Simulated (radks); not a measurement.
Results of a calculation; reference values are marked as such.
Removal energies from neutral dysprosium, [Xe] 4f10 6s2, by Delta-SCF beside the eigenvalue of the level emptied. Level of theory: non-relativistic Kohn-Sham, PBE, spin-polarised, spherical densities, point nucleus (a radial shooting solver on a logarithmic mesh with Libxc functionals). Open shells are filled with parallel spins first.

removed from         final configuration  Delta-SCF (eV)  -eigenvalue (eV)
6s                         [Xe] 4f10 6s1           5.579             3.449
4f                          [Xe] 4f9 6s2          12.634             5.235
5p            [Kr] 4d10 4f10 5s2 5p5 6s2          28.898            23.866
5s            [Kr] 4d10 4f10 5s1 5p6 6s2          46.714            41.231
